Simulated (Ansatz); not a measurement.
One change: `OC[Si](O)(O)O` becomes `CCO[Si](O)(O)O`.

Ansatz, PBE0-D4/def2-TZVP geometries, multiplicity 1. Each molecule was computed in one conformer, which needn't be the lowest.

```csv
property,`OC[Si](O)(O)O`
HOMO–LUMO gap (ωB97M-V/def2-TZVPP) / eV,11.65
LUMO energy (PBE/def2-TZVPP) / eV,-0.46
HOMO energy (PBE/def2-TZVPP) / eV,-5.84
size of the dipole moment (B3LYP/def2-TZVPP) / D,2.54
HOMO–LUMO gap (PBE/def2-TZVPP) / eV,5.38
size of the dipole moment (PBE/def2-TZVPP) / D,2.42
```

(1) Give the same properties after the change, and the shifts. (Best estimate.)

## Answers

(1) The calculation gave: 
```
                                        property  `CCO[Si](O)(O)O`  shift
         HOMO–LUMO gap (ωB97M-V/def2-TZVPP) / eV             12.77   1.12
               LUMO energy (PBE/def2-TZVPP) / eV             -0.30   0.16
               HOMO energy (PBE/def2-TZVPP) / eV             -6.68  -0.84
size of the dipole moment (B3LYP/def2-TZVPP) / D              0.36  -2.18
             HOMO–LUMO gap (PBE/def2-TZVPP) / eV              6.38   1.00
  size of the dipole moment (PBE/def2-TZVPP) / D              0.31  -2.11
```

With PBE0 the HOMO falls by 0.85 eV and the LUMO rises by 0.19 eV, so the gap widens by about 1.04 eV. PBE moves the HOMO by -0.84 eV and ωB97M-V by -0.88 eV. Dipoles are sizes alone; their direction can turn.

B3LYP here is the variant with VWN-RPA as its local correlation; programs differ in this.
